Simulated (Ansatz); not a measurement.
Start from `C[N](C)[Ta](=[O])([N](C)C)[N](C)C` and change one element to get `C[N](C)[V](=[O])([N](C)C)[N](C)C`.

Ansatz, PBE0-D4/def2-TZVP geometries, multiplicity 1. Each molecule was computed in one conformer, which needn't be the lowest.

Elements past krypton have def2 core potentials. Scalar relativity is left out up to krypton.

| property | `C[N](C)[Ta](=[O])([N](C)C)[N](C)C` |
| --- | --- |
| HOMO energy (ωB97M-V/def2-TZVPP) / eV | -8.04 |
| HOMO energy (PBE/def2-TZVPP) / eV | -4.66 |
| LUMO energy (ωB97M-V/def2-TZVPP) / eV | 1.64 |
| size of the dipole moment (B3LYP/def2-TZVPP) / D | 3.68 |
| size of the dipole moment (PBE/def2-TZVPP) / D | 3.47 |
| size of the dipole moment (ωB97M-V/def2-TZVPP) / D | 3.71 |

(1) Give the same properties after the change, and the shifts. (An estimate is asked.)

Results:

(1) Computed: 
```tsv
property	`C[N](C)[V](=[O])([N](C)C)[N](C)C`	shift
HOMO energy (ωB97M-V/def2-TZVPP) / eV	-7.78	0.26
HOMO energy (PBE/def2-TZVPP) / eV	-4.51	0.15
LUMO energy (ωB97M-V/def2-TZVPP) / eV	1.05	-0.59
size of the dipole moment (B3LYP/def2-TZVPP) / D	2.91	-0.77
size of the dipole moment (PBE/def2-TZVPP) / D	2.81	-0.66
size of the dipole moment (ωB97M-V/def2-TZVPP) / D	2.80	-0.91
```

With PBE0 the HOMO rises by 0.21 eV and the LUMO falls by 1.32 eV, so the gap narrows by about 1.53 eV. PBE moves the HOMO by 0.15 eV and ωB97M-V by 0.26 eV. Dipoles are sizes alone; their direction can turn.

B3LYP here is the variant with VWN-RPA as its local correlation; programs differ in this.
